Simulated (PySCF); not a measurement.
## C5H12Si: calculation and literature

Molfile (atoms numbered from 1):
```
C5H12Si
     RDKit          3D

 18 17  0  0  0  0  0  0  0  0999 V2000
    2.1589    0.9395   -1.0959 C   0  0  0  0  0  0  0  0  0  0  0  0
    1.5637    0.5891    0.0330 C   0  0  0  0  0  0  0  0  0  0  0  0
   -0.1943   -0.1025    0.1790 Si  0  0  0  0  0  4  0  0  0  0  0  0
   -1.3450    1.2847    0.8125 C   0  0  0  0  0  0  0  0  0  0  0  0
   -0.8220   -0.7244   -1.5106 C   0  0  0  0  0  0  0  0  0  0  0  0
   -0.1784   -1.5368    1.4382 C   0  0  0  0  0  0  0  0  0  0  0  0
    3.1600    1.3434   -1.1278 H   0  0  0  0  0  0  0  0  0  0  0  0
    1.6676    0.8356   -2.0494 H   0  0  0  0  0  0  0  0  0  0  0  0
    2.1158    0.7187    0.9572 H   0  0  0  0  0  0  0  0  0  0  0  0
   -2.3686    0.9360    0.9127 H   0  0  0  0  0  0  0  0  0  0  0  0
   -1.3510    2.1313    0.1324 H   0  0  0  0  0  0  0  0  0  0  0  0
   -1.0263    1.6477    1.7850 H   0  0  0  0  0  0  0  0  0  0  0  0
   -0.9011    0.0889   -2.2253 H   0  0  0  0  0  0  0  0  0  0  0  0
   -1.8053   -1.1769   -1.4225 H   0  0  0  0  0  0  0  0  0  0  0  0
   -0.1545   -1.4706   -1.9308 H   0  0  0  0  0  0  0  0  0  0  0  0
    0.2196   -1.2137    2.3956 H   0  0  0  0  0  0  0  0  0  0  0  0
   -1.1801   -1.9183    1.6129 H   0  0  0  0  0  0  0  0  0  0  0  0
    0.4322   -2.3653    1.0922 H   0  0  0  0  0  0  0  0  0  0  0  0
  1  2  2  0
  2  3  1  0
  3  4  1  0
  3  5  1  0
  3  6  1  0
  1  7  1  0
  1  8  1  0
  2  9  1  0
  4 10  1  0
  4 11  1  0
  4 12  1  0
  5 13  1  0
  5 14  1  0
  5 15  1  0
  6 16  1  0
  6 17  1  0
  6 18  1  0
M  END
```

Published estimates (parent shift plus substituent increments) and measurements: δ 1H H9 6.11; H7 5.88; H8 5.63 ppm (measured; solution, not stated per compound (mostly CDCl3 or CCl4); Pretsch, Buehlmann, Badertscher, Structure Determination of Organic Compounds, 4th ed. (2009)).
δ 13C C2 140.2; C1 130.0 ppm (estimated from measurements, as parent shift plus tabulated substituent increment; solution, not stated per compound (mostly CDCl3 or CCl4); Pretsch, Buehlmann, Badertscher, Structure Determination of Organic Compounds, 4th ed. (2009)).

Computational details: σ from GIAO-PBE0/pcSseg-1, geometry: GFN2-xTB, in PySCF 2.14.0 with density-fitted response routines (single conformer, no solvent model, equivalent nuclei averaged, no relativistic terms).

Problem. How close does the calculation come?

Solution. 
Reference values: measured (solution, not stated per compound (mostly CDCl3 or CCl4); Pretsch, Buehlmann, Badertscher, Structure Determination of Organic Compounds, 4th ed. (2009)).
```csv
atoms,quantity,reference,computed,"computed, scaled"
H9,δ 1H,6.11,6.53,6.25
H7,δ 1H,5.88,6.30,6.04
H8,δ 1H,5.63,5.95,5.70
```

Reference values: estimated from measurements, as parent shift plus tabulated substituent increment (solution, not stated per compound (mostly CDCl3 or CCl4); Pretsch, Buehlmann, Badertscher, Structure Determination of Organic Compounds, 4th ed. (2009)).
```tsv
atoms	quantity	reference	computed	computed, scaled
C2	δ 13C	140.2	148.8	142.8
C1	δ 13C	130.0	139.1	133.4
```

Computed shifts are σ(ref) − σ with the named reference compound (TMS for H and C) calculated as an isolated molecule at the same level. The measured values may be among those fitted. Scaled to experiment by linear calibration (H and C: mostly CDCl3 data, vs TMS): 13C: δ = 179.97 − 0.974σ (rms 2.1 ppm, 958 shifts, 2.3 ppm with the 13 outliers that the fit left out); 1H: δ = 30.01 − 0.943σ (rms 0.17 ppm, 504 shifts, 0.18 ppm with the 4 outliers that the fit left out). Occasional misses reach two or three times the rms, and more in compound classes unlike the fitted ones.

Problem. How far are the unscaled 1H shifts from the references?

Solution. Mean signed difference +0.39 ppm, mean absolute 0.39 ppm over 3 comparisons; the largest is +0.42 ppm at H9 (hydrogen on an alkene CH).

Problem. How far are the unscaled 13C shifts from the references?

Solution. Mean signed difference +8.85 ppm, mean absolute 8.85 ppm over 2 comparisons; the largest is +9.1 ppm at C1 (terminal =CH2 carbon).
